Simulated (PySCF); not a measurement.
## A ladder of Hamiltonians for Hg⁶²⁺ (mercury, charge +62)

Occupied: 1s1/2, 2s1/2, 2p1/2, 2p3/2, 3s1/2, 3p1/2, 3p3/2. Hartree-Fock calculated with PySCF 2.14 in an even-tempered Gaussian basis (16 s from 8.8 bohr⁻², ratio 2.7; 14 p from 11 bohr⁻², ratio 2.7), Gaussian nucleus throughout. NR is non-relativistic, sf-X2C the spin-free one-electron X2C Hamiltonian, X2C adds the bare one-electron spin-orbit term, X2C-SNSO screens it by Boettger's factors, DC is four-component Dirac-Coulomb, and the Gaunt and Breit terms are added at first order (total energies over the DC spinors, levels after relaxing the spinors in that mean field). QED terms are absent. Levels marked empty are virtual spinors of this ion; the basis has s and p functions only, so 3d, which can lie below the n = 4 levels, is absent.

| Hamiltonian | E (hartree) | E − E(DC) (hartree) | CPU seconds |
| --- | --- | --- | --- |
| NR | -14258.8542 | 1196.6794 | 0.36 |
| sf-X2C | -15416.3499 | 39.1837 | 0.23 |
| X2C | -15449.1494 | 6.3843 | 0.23 |
| X2C-SNSO | -15447.3779 | 8.1557 | 0.17 |
| DC | -15455.5336 | 0.0000 | 8.5 |
| DC+Gaunt | -15433.7988 | 21.7348 | 13 |
| DC+Breit | -15435.8913 | 19.6423 | 45 |

| level (eV) | NR | sf-X2C | X2C | X2C-SNSO | DC | DC+Gaunt | DC+Breit |
| --- | --- | --- | --- | --- | --- | --- | --- |
| 1s1/2 | -80367.3 | -88423.4 | -88390.6 | -88392.4 | -88509.4 | -88182.5 | -88206.9 |
| 2s1/2 | -17394.2 | -19670.0 | -19660.3 | -19660.8 | -19678.0 | -19640.4 | -19643.4 |
| 2p1/2 | -16934.7 | -17640.6 | -19114.9 | -19069.9 | -19081.4 | -19020.5 | -19026.2 |
| 2p3/2 | -16934.7 | -17640.6 | -17070.7 | -17084.2 | -17097.0 | -17057.1 | -17062.8 |
| 3s1/2 | -7003.1 | -7693.7 | -7690.8 | -7691.0 | -7695.2 | -7686.1 | -7687.1 |
| 3p1/2 | -6808.5 | -7082.5 | -7463.0 | -7451.6 | -7454.6 | -7439.5 | -7441.3 |
| 3p3/2 | -6808.5 | -7082.5 | -6932.3 | -6935.8 | -6938.7 | -6928.7 | -6930.5 |
| 4s1/2 (empty) | -3644.4 | -3907.6 | -3906.9 | -3907.0 | -3908.4 | -3905.0 | -3905.4 |
| 4p1/2 (empty) | -3569.9 | -3688.3 | -3827.2 | -3823.0 | -3824.1 | -3818.5 | -3819.3 |
| 4p3/2 (empty) | -3569.9 | -3688.3 | -3633.5 | -3634.8 | -3635.8 | -3632.1 | -3632.8 |

```json
{"interval (eV)": "2p3/2 − 2p1/2", "X2C": "2044", "X2C-SNSO": "1986", "DC": "1984", "DC+Gaunt": "1963", "DC+Breit": "1963"}
{"interval (eV)": "3p3/2 − 3p1/2", "X2C": "530.8", "X2C-SNSO": "515.8", "DC": "515.9", "DC+Gaunt": "510.9", "DC+Breit": "510.8"}
{"interval (eV)": "4p3/2 − 4p1/2", "X2C": "193.6", "X2C-SNSO": "188.1", "DC": "188.3", "DC+Gaunt": "186.4", "DC+Breit": "186.4"}
```

Weight of the small component: 1s1/2 0.0926, 2s1/2 0.0216, 2p1/2 0.0216, 2p3/2 0.0193, 3s1/2 0.00823, 3p1/2 0.00812, 3p3/2 0.00749, 4s1/2 0.00382, 4p1/2 0.00388, 4p3/2 0.00360.

Koopmans' value for the highest occupied level at DC+Breit: 6930.5 eV, against an ionisation energy of 6933 ± 15 eV (theoretical estimate listed by NIST; NIST Atomic Spectra Database, ionization energies); the former lacks relaxation, correlation, QED and recoil.

The whole ladder took 69 s of wall time on 1 thread of Intel(R) Xeon(R) 6975P-C (shared host), launched as `OMP_NUM_THREADS=1 python relrun2.py TASK.json OUT` (a driver that calls PySCF for each Hamiltonian).
